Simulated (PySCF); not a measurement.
Isomers of C8H10SSi, mass 166.027 u with the commonest isotopes. Computed with PBE0/pcSseg-1 in PySCF (dipole) on a GFN2-xTB geometry, gas phase. One conformer each, none proved a minimum here; rigid rotors.

Problem. Order these by rotational constant A, largest first.
A. `[CH3:1][C:2](=[S:3])[C:4]1=[CH:5][C@@:6]2([SiH3:7])[CH:8]=[CH:9][C@@H:10]12` with C1–C2–C4–C5 -178°
B. `C[C@@H]1C(C#CC(=S)C)=C[SiH2]1`
C. `[CH:1]1=[CH:2][C@H:3]([c:4]2[cH:5][cH:6][cH:7][s:8]2)[SiH2:9][CH2:10]1` with C2–C3–C4–C5 -35°
D. `[CH:1]#[C:2][C:3](=[C:4]=[S:5])[SiH2:6][CH:7]1[CH2:8][CH2:9][CH2:10]1` with C2–C3–Si6–C7 57°, C3–Si6–C7–C8 -172°, Si6–C7–C8–C9 131°, C7–C8–C9–C10 -10°, C8–C9–C10–C7 10°, Si6–C7–C10–C9 -129°

Solution. B (2378 MHz), C (2229 MHz), A (1938 MHz), D (1766 MHz).

Problem. Order these by rotational constant C, smallest first.
A. `[CH3:1][C:2](=[S:3])[C:4]1=[CH:5][C@@:6]2([SiH3:7])[CH:8]=[CH:9][C@@H:10]12` with C1–C2–C4–C5 -178°
B. `[CH:1]#[C:2][C:3](=[C:4]=[S:5])[SiH2:6][CH:7]1[CH2:8][CH2:9][CH2:10]1` with C2–C3–Si6–C7 57°, C3–Si6–C7–C8 -172°, Si6–C7–C8–C9 131°, C7–C8–C9–C10 -10°, C8–C9–C10–C7 10°, Si6–C7–C10–C9 -129°
C. `[CH:1]1=[CH:2][C@H:3]([c:4]2[cH:5][cH:6][cH:7][s:8]2)[SiH2:9][CH2:10]1` with C2–C3–C4–C5 -35°
D. `[CH2:1]=[C:2]=[C:3]([C:4]#[C:5][SiH2:6][CH3:7])[C:8]([CH3:9])=[S:10]` with C2–C3–C8–C9 -179°

Solution. D (337.5 MHz), B (413.8 MHz), A (514.7 MHz), C (580.2 MHz).

Problem. Order these by rotational constant B, smallest first.
A. `[CH3:1][C:2](=[S:3])[C:4]1=[CH:5][C@@:6]2([SiH3:7])[CH:8]=[CH:9][C@@H:10]12` with C1–C2–C4–C5 -178°
B. `[CH:1]#[C:2][C:3](=[C:4]=[S:5])[SiH2:6][CH:7]1[CH2:8][CH2:9][CH2:10]1` with C2–C3–Si6–C7 57°, C3–Si6–C7–C8 -172°, Si6–C7–C8–C9 131°, C7–C8–C9–C10 -10°, C8–C9–C10–C7 10°, Si6–C7–C10–C9 -129°
C. `[CH2:1]=[C:2]=[C:3]([C:4]#[C:5][SiH2:6][CH3:7])[C:8]([CH3:9])=[S:10]` with C2–C3–C8–C9 -179°
D. `[CH:1]1=[CH:2][C@H:3]([c:4]2[cH:5][cH:6][cH:7][s:8]2)[SiH2:9][CH2:10]1` with C2–C3–C4–C5 -35°
E. `CC(=S)C#CC1=C[SiH2][C@@H]1C`

Solution. E (386.2 MHz), C (410.5 MHz), B (500.9 MHz), A (579.4 MHz), D (634.6 MHz).

```csv
SMILES,point group,Ia (u·Å²),Ib (u·Å²),Ic (u·Å²),κ,μa (D),μb (D),μc (D)
C#CC(=C=S)[SiH2]C1CCC1,C1,286.10,1008.96,1221.46,-0.87,1.90,0.30,0.16
C=C=C(C#C[SiH2]C)C(C)=S,near Cs,282.20,1231.07,1497.57,-0.90,2.58,1.41,0.04
C1=C[C@H](c2cccs2)[SiH2]C1,C1,226.75,796.35,871.08,-0.93,0.96,0.42,0.37
CC(=S)C#CC1=C[SiH2][C@@H]1C,C1,212.52,1308.45,1480.50,-0.96,2.35,1.89,0.37
CC(=S)C1=C[C@@]2([SiH3])C=C[C@@H]12,C1,260.75,872.20,981.94,-0.91,2.61,1.83,0.65
```
